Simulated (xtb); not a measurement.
F3S (SMILES F[S+](F)F), charge +1, singlet, from a rough starting geometry; GFN2-xTB in xtb 6.7.1.

xtb was given this input:
```
$ xtb mol.xyz --gfn 2 --chrg 1 --opt vtight --json

# file mol.xyz
4

F      1.36560900     0.04322764    -0.06354355
S     -0.00512404    -0.03369985     0.62361809
F     -0.65476853     1.22332575    -0.20009744
F     -0.70605161    -1.15661721    -0.32420634
```

Task: What does xtb print? Leave out banner, timings and long lists.

Result: 
```
   ID    Z sym.   atoms
    1    9 F      1, 3, 4
    2   16 S      2

           -------------------------------------------------
          |                Calculation Setup                |
           -------------------------------------------------

           -------------------------------------------------
          |                 G F N 2 - x T B                 |
           -------------------------------------------------

          ...................................................
          :                      SETUP                      :
          :.................................................:
          :  # basis functions                  22          :
          :  # atomic orbitals                  21          :
          :  # shells                            9          :
          :  # electrons                        26          :
          :  max. iterations                   250          :
          :  Hamiltonian                  GFN2-xTB          :
          :  restarted?                      false          :
          :  GBSA solvation                  false          :
          :  PC potential                    false          :
          :  electronic temp.          300.0000000     K    :
          :  accuracy                    1.0000000          :
          :  -> integral cutoff          0.2500000E+02      :
          :  -> integral neglect         0.1000000E-07      :
          :  -> SCF convergence          0.1000000E-05 Eh   :
          :  -> wf. convergence          0.1000000E-03 e    :
          :  Broyden damping             0.4000000          :
          :  net charge                          1          :
          :  unpaired electrons                  0          :
          ...................................................

 iter      E             dE          RMSdq      gap      omega  full diag
   1    -16.9773614 -0.169774E+02  0.116E+01    7.38       0.0  T
   2    -16.9904453 -0.130839E-01  0.578E+00    6.71       1.0  T
   3    -16.9955043 -0.505893E-02  0.198E+00    6.63       1.0  T
   4    -16.9975801 -0.207588E-02  0.818E-01    6.83       1.0  T
   5    -16.9979524 -0.372213E-03  0.184E-01    6.96       1.0  T
   6    -16.9979585 -0.616262E-05  0.363E-02    6.96       1.4  T
   7    -16.9979585  0.534761E-07  0.153E-02    6.96       3.3  T
   8    -16.9979587 -0.203204E-06  0.457E-03    6.96      10.9  T
   9    -16.9979587 -0.329781E-08  0.130E-03    6.96      38.4  T
  10    -16.9979587 -0.101845E-08  0.442E-04    6.96     113.2  T
  11    -16.9979587 -0.123375E-09  0.839E-05    6.96     596.3  T

   *** convergence criteria satisfied after 11 iterations ***

         :::::::::::::::::::::::::::::::::::::::::::::::::::::
         ::                     SUMMARY                     ::
         :::::::::::::::::::::::::::::::::::::::::::::::::::::
         :: total energy             -16.984098634216 Eh    ::
         :: gradient norm              0.068577837183 Eh/a0 ::
         :: HOMO-LUMO gap              6.961886804358 eV    ::
         ::.................................................::
         :: SCC energy               -16.997958636026 Eh    ::
         :: -> isotropic ES            0.137777742962 Eh    ::
         :: -> anisotropic ES          0.011140224816 Eh    ::
         :: -> anisotropic XC         -0.003456362672 Eh    ::
         :: -> dispersion             -0.001447697642 Eh    ::
         :: repulsion energy           0.013860001810 Eh    ::
         :: add. restraining           0.000000000000 Eh    ::
         :: total charge               1.000000000000 e     ::
         :::::::::::::::::::::::::::::::::::::::::::::::::::::

      -----------------------------------------------------------
     |                   =====================                   |
     |                        A N C O P T                        |
     |                   =====================                   |
     |               Approximate Normal Coordinate               |
     |                Rational Function Optimizer                |
      -----------------------------------------------------------
      -----------------------------------------------------------
     |                   =====================                   |
     |                        A N C O P T                        |
     |                   =====================                   |
     |               Approximate Normal Coordinate               |
     |                Rational Function Optimizer                |
      -----------------------------------------------------------

          ...................................................
          :                      SETUP                      :
          :.................................................:
          :   optimization level         verytight          :
          :   max. optcycles                   200          :
          :   ANC micro-cycles                  20          :
          :   degrees of freedom                 6          :
          :.................................................:
          :   RF solver                   davidson          :
          :   write xtbopt.log                true          :
          :   linear?                        false          :
          :   energy convergence         0.1000000E-06 Eh   :
          :   grad. convergence          0.2000000E-03 Eh/α :
          :   maxmium RF displ.          1.0000000          :
          :   Hlow (freq-cutoff)         0.1000000E-01      :
          :   Hmax (freq-cutoff)         5.0000000          :
          :   S6 in model hess.         20.0000000          :
          ...................................................

generating ANC from exact Hessian ...
Using Lindh-Hessian (1995)
 Shifting diagonal of input Hessian by    0.0000000000000000
 Lowest  eigenvalues of input Hessian
    0.000000    0.000000    0.000000    0.000000    0.000000    0.000000
[...]
 * total energy  :   -16.9840986 Eh     change       -0.4103384E-11 Eh
 * total energy  :   -16.9867631 Eh     change       -0.2664453E-02 Eh
 * total energy  :   -16.9887060 Eh     change       -0.1942908E-02 Eh
 * total energy  :   -16.9887487 Eh     change       -0.4273028E-04 Eh
 * total energy  :   -16.9887753 Eh     change       -0.2657092E-04 Eh
 * total energy  :   -16.9887759 Eh     change       -0.5959149E-06 Eh
 * total energy  :   -16.9887760 Eh     change       -0.1306719E-06 Eh
 * total energy  :   -16.9887760 Eh     change       -0.1883848E-08 Eh
   *** GEOMETRY OPTIMIZATION CONVERGED AFTER 8 ITERATIONS ***
[...]
          :  electronic temp.          300.0000000     K    :
          :  accuracy                    1.0000000          :
          :  -> integral cutoff          0.2500000E+02      :
          :  -> integral neglect         0.1000000E-07      :
          :  -> SCF convergence          0.1000000E-05 Eh   :
          :  -> wf. convergence          0.1000000E-03 e    :
          :  Broyden damping             0.4000000          :
          :  net charge                          1          :
          :  unpaired electrons                  0          :
          ...................................................

 iter      E             dE          RMSdq      gap      omega  full diag
   1    -17.0050971 -0.170051E+02  0.308E-05    7.56       0.0  T
   2    -17.0050971 -0.142109E-13  0.192E-05    7.56    2598.5  T
   3    -17.0050971 -0.461853E-13  0.298E-06    7.56   16769.7  T

   *** convergence criteria satisfied after 3 iterations ***

         :::::::::::::::::::::::::::::::::::::::::::::::::::::
         ::                     SUMMARY                     ::
         :::::::::::::::::::::::::::::::::::::::::::::::::::::
         :: total energy             -16.988776024450 Eh    ::
         :: gradient norm              0.000014573920 Eh/a0 ::
         :: HOMO-LUMO gap              7.560561620193 eV    ::
         ::.................................................::
         :: SCC energy               -17.005097028387 Eh    ::
         :: -> isotropic ES            0.132152300826 Eh    ::
         :: -> anisotropic ES          0.011337078462 Eh    ::
         :: -> anisotropic XC         -0.003994262608 Eh    ::
         :: -> dispersion             -0.001444373678 Eh    ::
         :: repulsion energy           0.016321003936 Eh    ::
         :: add. restraining           0.000000000000 Eh    ::
         :: total charge               1.000000000000 e     ::
         :::::::::::::::::::::::::::::::::::::::::::::::::::::

           -------------------------------------------------
          |                Property Printout                |
           -------------------------------------------------

    * Orbital Energies and Occupations

         #    Occupation            Energy/Eh            Energy/eV
      -------------------------------------------------------------
         1        2.0000           -1.1565022             -31.4700
         2        2.0000           -1.0853581             -29.5341
         3        2.0000           -1.0853536             -29.5340
         4        2.0000           -0.9970462             -27.1310
         5        2.0000           -0.8373116             -22.7844
         6        2.0000           -0.8373088             -22.7843
         7        2.0000           -0.8240443             -22.4234
         8        2.0000           -0.8030138             -21.8511
         9        2.0000           -0.8030125             -21.8511
        10        2.0000           -0.7883855             -21.4531
        11        2.0000           -0.7883817             -21.4530
        12        2.0000           -0.7872919             -21.4233
        13        2.0000           -0.7633309             -20.7713 (HOMO)
        14                         -0.4854854             -13.2107 (LUMO)
        15                         -0.4854741             -13.2104
        16                         -0.2846305              -7.7452
        17                         -0.2340682              -6.3693
        18                         -0.2340589              -6.3691
        19                         -0.2265516              -6.1648
        20                          0.4658951              12.6777
        21                          0.4659241              12.6784
      -------------------------------------------------------------
                  HL-Gap            0.2778455 Eh            7.5606 eV
             Fermi-level           -0.6244081 Eh          -16.9910 eV

     #   Z          covCN         q      C6AA      α(0)
     1   9 F        0.788    -0.325    12.609     4.195
     2  16 S        2.364     1.975    82.809    15.316
     3   9 F        0.788    -0.325    12.609     4.195
     4   9 F        0.788    -0.325    12.609     4.195

 Mol. C6AA /au·bohr⁶  :        379.131836
 Mol. C8AA /au·bohr⁸  :      11292.563426
 Mol. α(0) /au        :         27.899505

Wiberg/Mayer (AO) data.
largest (>0.10) Wiberg bond orders for each atom

 ---------------------------------------------------------------------------
     #   Z sym  total        # sym  WBO       # sym  WBO       # sym  WBO
 ---------------------------------------------------------------------------
     1   9 F    1.111 --     2 S    1.063
     2  16 S    3.190 --     3 F    1.063     4 F    1.063     1 F    1.063
     3   9 F    1.111 --     2 S    1.063
     4   9 F    1.111 --     2 S    1.063
 ---------------------------------------------------------------------------

Topologies differ in total number of bonds
Writing topology from bond orders to xtbtopo.mol

molecular dipole:
                 x           y           z       tot (Debye)
 q only:       -0.212      -0.104       2.540
   full:       -0.202      -0.097       2.421       6.180
molecular quadrupole (traceless):
                xx          xy          yy          xz          yz          zz
 q only:       -2.740       0.026      -2.786      -0.693      -0.321       5.525
  q+dip:       -2.823       0.028      -2.870      -0.714      -0.341       5.693
   full:       -2.655       0.026      -2.699      -0.671      -0.313       5.354

optimized geometry written to: xtbopt.xyz

           -------------------------------------------------
          | TOTAL ENERGY              -16.988776024450 Eh   |
          | GRADIENT NORM               0.000014573920 Eh/α |
          | HOMO-LUMO GAP               7.560561620193 eV   |
           -------------------------------------------------

normal termination of xtb
```
